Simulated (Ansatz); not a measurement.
The same adduct formation along the group Al, Ga, In.

Program: Ansatz. Geometries: PBE0-D4/def2-TZVP. ΔE: electronic, gas phase. CBS: MP2 limit from def2 TZ/QZ plus the TZ coupled-cluster correction, frozen cores. This one scheme is used for every species. Functionals use def2-TZVPP. B3LYP here is the variant with VWN-RPA as its local correlation; programs differ in this. Elements past krypton have def2 core potentials. For Ga, In outer-core shells are correlated without core-valence functions, which leaves a few kJ/mol of doubt a bond. Scalar relativity is left out up to krypton. One conformer a species, not always the lowest.

```tsv
reaction	B3LYP-D4 (kcal/mol)	RPA@PBE/def2-TZVPP (kcal/mol)	r2SCAN-D4 (kcal/mol)	B2PLYP (kcal/mol)
`[OH][Al]([OH])[OH]` + H₂O → `[OH][Al-]([OH])([OH])[OH2+]`	-21.5	-20.9	-23.8	-20.8
`[OH][Ga]([OH])[OH]` + H₂O → `[OH][Ga-]([OH])([OH])[OH2+]`	-16.2	-16.2	-18.4	-15.5
`[OH][In]([OH])[OH]` + H₂O → `[OH][In-]([OH])([OH])[OH2+]`	-15.3	-14.8	-17.6	-14.8
```

Give the CCSD(T)/CBS values in the same order. (Estimate.)

The calculation gave: -22.4, -16.9, -17.2 kcal/mol.

Largest T1 diagnostic: 0.017, for `[OH][In]([OH])[OH]`.
